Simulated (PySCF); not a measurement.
Method: PBE-D3(BJ)/def2-TZVP // PBE0-D3(BJ)/def2-TZVP run with PySCF. Gas-phase values, no solvent. One relaxed conformer stands for a flexible species; it need not be the lowest. Excitations are Tamm–Dancoff values on a coarser integration grid. The basis has no diffuse functions, so Rydberg states are missing or too high.

Reference species (SMILES): `S=CCSS` (neutral, multiplicity 1).

```
Property           Result
---------------  --------
LUMO             -3.26 eV
S1–T1 gap (TDA)   0.53 eV
```

Changed species: `C=C(S)SS`.

Q: Predict the effect on the LUMO and S1–T1 gap (TDA).

A: the LUMO goes up by 1.42 eV, to -1.84 eV; the S1–T1 gap (TDA) decreases by 0.15 eV, to 0.38 eV.
